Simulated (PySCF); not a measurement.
Method: PBE-D3(BJ)/def2-TZVP // PBE0-D4/def2-TZVP (PySCF). All species are isolated molecules in the gas phase. One relaxed conformer stands for a flexible species; it need not be the lowest. Excitations are Tamm–Dancoff values on a coarser integration grid. The basis has no diffuse functions, so Rydberg states are missing or too high.

Reference species (SMILES): `BCOC` (neutral, multiplicity 1).

| Property | Value |
|---|---|
| LUMO | -2.41 eV |
| HOMO–LUMO gap | 3.56 eV |
| S1–T1 gap (TDA) | 0.20 eV |
| S1 excitation (TDA) | 3.68 eV |

Changed species: `O[C@H](C)B`.

Problem. What does the change do to the LUMO, HOMO–LUMO gap, S1–T1 gap (TDA) and S1 excitation (TDA)?

Solution. the LUMO falls by 0.21 eV, to -2.62 eV; the HOMO–LUMO gap falls by 0.04 eV, to 3.52 eV; the S1–T1 gap (TDA) increases by 0.05 eV, to 0.25 eV; the S1 excitation (TDA) drops by 0.04 eV, to 3.64 eV.
